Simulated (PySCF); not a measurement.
PySCF 2.14 output of an unrestricted PBE calculation on a single atom or ion in x2c-QZVPPall with one added diffuse shell each of s, p, d, f type (12s9p6d5f1g, 113 functions), with scalar relativity by spin-free X2C-1e:

```
SCF conv_tol = 1e-09
number electrons alpha = 19  beta = 15
    J. P. Perdew, K. Burke, and M. Ernzerhof.,  Phys. Rev. Lett. 77, 3865 (1996)
    J. P. Perdew, K. Burke, and M. Ernzerhof.,  Phys. Rev. Lett. 78, 1396 (1997)
    J. P. Perdew, K. Burke, and M. Ernzerhof.,  Phys. Rev. Lett. 77, 3865 (1996)
    J. P. Perdew, K. Burke, and M. Ernzerhof.,  Phys. Rev. Lett. 78, 1396 (1997)
cycle= 1 E= -2429.27470844692  delta_E= -0.0248  |g|= 0.109  |ddm|= 0.173
cycle= 2 E= -2429.27438202909  delta_E= 0.000326  |g|= 0.137  |ddm|= 0.0497
cycle= 3 E= -2429.27570077744  delta_E= -0.00132  |g|= 0.004  |ddm|= 0.0237
cycle= 4 E= -2429.27570283083  delta_E= -2.05e-06  |g|= 0.000924  |ddm|= 0.00359
cycle= 5 E= -2429.27570309547  delta_E= -2.65e-07  |g|= 0.000124  |ddm|= 0.00115
cycle= 6 E= -2429.27570310071  delta_E= -5.24e-09  |g|= 3.47e-06  |ddm|= 0.000134
cycle= 7 E= -2429.27570310072  delta_E= -1.18e-11  |g|= 2.38e-07  |ddm|= 1.2e-05
converged SCF energy = -2429.27570310072  <S^2> = 6.0005125  2S+1 = 5.000205
```

The run itself started from symmetry-adapted Hartree-Fock orbitals and held the occupation by maximum overlap, on a logarithmic radial grid, so the iterations belong to that start.

Task: Which element, charge and spin multiplicity is this?

Result: Se (selenium, neutral), multiplicity 5; the state was [Ar] 3d10 4s2 4p3 4d1, high-spin 5D determinant (an excited configuration).

The outer electron is Rydberg-like, and this basis confines it to a smaller radius and binds it less than a complete one would. At PBE the highest occupied level has a positive energy, so only the finite basis holds that electron; for this excited configuration the basis is too tight for the outer shell.
